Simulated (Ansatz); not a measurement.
Dissociation curve of OLi (cation, charge +1), lowest singlet found (which spin is the ground state isn't settled by this scan).

RHF/aug-cc-pVDZ (Ansatz, a first-principles code); RMP2 = MP2 on RHF/aug-cc-pVDZ, frozen core in Ansatz; RCCSD = CCSD on RHF/aug-cc-pVDZ, frozen core (Ansatz); RCCSD(T) = CCSD(T) on RHF/aug-cc-pVDZ, frozen core (Ansatz); RKS-PBE0 = restricted PBE0/aug-cc-pVDZ (Ansatz); RKS-B3LYP = restricted B3LYP/aug-cc-pVDZ (Ansatz); RKS-PBE = restricted PBE/aug-cc-pVDZ in Ansatz; FCI = full CI/aug-cc-pVDZ, frozen core (Ansatz).

All curves are set to zero at 2.10 Å and compared with full CI in the same basis at 2.10, 2.18, 2.33, 2.43, 2.60, 2.84 Å.

**Question.** Order the methods by the spread of their error (largest minus smallest) over these points.

**Answer.** RKS-PBE has the smallest spread and RCCSD(T) the largest. In order (kJ/mol): RKS-PBE 0.21, RMP2 0.38, RKS-PBE0 1.10, RHF 1.11, RKS-B3LYP 1.39, RCCSD 1.47, RCCSD(T) 1.98.

Errors against full CI at some of the points (kJ/mol):

```
method     2.60 Å  2.84 Å
---------  ------  ------
RKS-PBE      -0.2     0.0
RMP2         -0.2    -0.4
RKS-PBE0      1.0     1.1
RHF           1.0     0.6
RKS-B3LYP     1.2     1.4
RCCSD        -0.9    -1.5
RCCSD(T)     -1.2    -2.0
```

The scan ran from 1.39 to 6.63 Å; beyond the distances shown full CI changes its symmetry label. The restricted form behind RHF, RMP2, RKS-PBE0, RKS-B3LYP, RKS-PBE keeps the bonding electrons paired and can't separate into open-shell fragments. Also computed but left out beside FCI, since their determinant holds another spin at the minimum (<S²> over 0.7 above the pure value): UHF, UMP2, UCCSD, UCCSD(T), UKS-PBE0, UKS-B3LYP, UKS-PBE, UKS-B3LYP/6-31G*, UHF/STO-3G, UKS-B3LYP/LANL2DZ, UKS-LDA (SVWN5)/6-31G*.
